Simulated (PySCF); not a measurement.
Breaking a bond: MgF, doublet.

Computed with: UKS-PBE = unrestricted PBE/cc-pVDZ (PySCF); UKS-BHandHLYP = unrestricted BHandHLYP/cc-pVDZ (PySCF); UCCSD(T) = CCSD(T) on UHF/cc-pVDZ, 2 core orbitals frozen (PySCF).

Energies relative to the lowest point of each curve near equilibrium, in kcal/mol; the last columns give the difference from UCCSD(T):

```csv
R / Å,UKS-PBE,UKS-BHandHLYP,UCCSD(T),UKS-PBE − UCCSD(T),UKS-BHandHLYP − UCCSD(T)
1.43,53.0,48.5,53.1,-0.1,-4.6
1.50,29.4,25.7,29.1,0.3,-3.4
1.57,14.5,11.8,14.0,0.4,-2.3
1.65,4.8,3.2,4.5,0.3,-1.2
1.72,0.9,0.3,0.7,0.2,-0.4
1.76,0.1,0.0,0.0,0.1,0.0
1.80,0.0,0.5,0.1,-0.1,0.4
1.86,1.1,2.4,1.5,-0.4,0.9
1.94,4.2,6.5,5.0,-0.8,1.5
2.05,10.4,14.0,12.0,-1.6,2.0
2.21,21.4,26.8,24.4,-3.0,2.4
2.39,34.2,41.7,39.4,-5.2,2.2
2.67,51.9,61.6,61.3,-9.3,0.4
```

UKS-PBE is furthest from UCCSD(T) at 2.67 (-9.3 kcal/mol, below); its mean absolute difference over the points is 1.7 kcal/mol.

UKS-BHandHLYP is furthest from UCCSD(T) at 1.43 (-4.6 kcal/mol, below); its mean absolute difference over the points is 1.7 kcal/mol.

The scan ran from 1.43 to 7.12 Å; beyond the distances shown one of the unrestricted levels run for this scan, shown here or not, changes its spin distribution in one step.
